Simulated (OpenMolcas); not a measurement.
Computed levels of 4f³ in ions with 57 electrons, in cm-1 above ⁴I°_9/2.

```yaml
Program: OpenMolcas
Method: SS-RASPT2, IPEA 0.25 Eh, imaginary shift 0.1 Eh
Basis: ANO-RCC-VTZP
Scalar_Hamiltonian: DKH2, point nucleus
Spin-orbit_coupling: state interaction with AMFI integrals over the reference wave functions, term energies averaged over their components
```

Active space for each ion: 3 electrons in 12 orbitals (RAS2 4f; RAS3 5d, at most 1 electron); closed shells correlated by CASPT2: 5s 5p.

```csv
Level,Pr2+,Pm4+
⁴I°_11/2,1520,2600
⁴I°_13/2,3150,5350
⁴I°_15/2,4850,8200
⁴F°_3/2,11620,15500
⁴F°_5/2,12470,16960
⁴S°_3/2,13080,18070
⁴F°_7/2,13080,18240
⁴F°_9/2,13760,19830
²K°_13/2,17410,25740
```

**Question.** Estimate ⁴I°_15/2, ⁴F°_3/2, ⁴F°_5/2 for Nd3+ from its neighbours Pr2+ and Pm4+.

**Answer.** ⁴I°_15/2 is fine structure, which grows about as the fourth power of a screened charge, so the fourth roots are averaged: ((4850^0.25 + 8200^0.25) / 2)^4 = 6361. The calculation gives 6440, so the estimate is off by -1.2 %; the measured value is 5989 (the list in Arab et al., J. Quant. Spectrosc. Radiat. Transfer 229, 145 (2019) and Gaigalas et al. (2019), from Wyart et al. (2007)).
⁴F°_3/2 is another term, which grows about linearly with the charge: (11620 + 15500) / 2 = 13560. The calculation gives 13450, so the estimate is off by +0.8 %; the measured value is 11698 (the list in Arab et al., J. Quant. Spectrosc. Radiat. Transfer 229, 145 (2019) and Gaigalas et al. (2019), from Wyart et al. (2007)).
⁴F°_5/2 is another term, which grows about linearly with the charge: (12470 + 16960) / 2 = 14715. The calculation gives 14570, so the estimate is off by +1.0 %; the measured value is 12748 (the list in Arab et al., J. Quant. Spectrosc. Radiat. Transfer 229, 145 (2019) and Gaigalas et al. (2019), from Wyart et al. (2007)).

Mixed levels, with the weight of the term that names them: Pr2+ ⁴F°_9/2 (73 %).

CASPT2 breaks the degeneracy within a term, and the mean is taken; among the terms shown or strongly mixed into the levels shown the widest spread is 360 cm-1 (4f³ ²K°, Pr2+). Each CASPT2 term energy is a mean over a sample of three components. High states are left out of the spin-orbit mixing, which shifts the levels that they would mix with. The CASPT2 spread within a term exceeds the gap to the next term for 4f³ ⁴S° and 4f³ ⁴F°, so the order of their levels is uncertain, and so are names and mixing where such terms share a J (holds for Pr2+). Some terms miss by over 15 % even with CASPT2, which points to a basis or an active space too small for the shells correlated (holds for Pr2+). Measured partners are found by configuration, term and J. A level has none where our copy of the source lacks it or the pairing is in doubt (some pairs that miss far off the trend of their configuration count as doubtful), and it then counts in no deviation. Only configurations of the active space appear.

° marks odd parity.
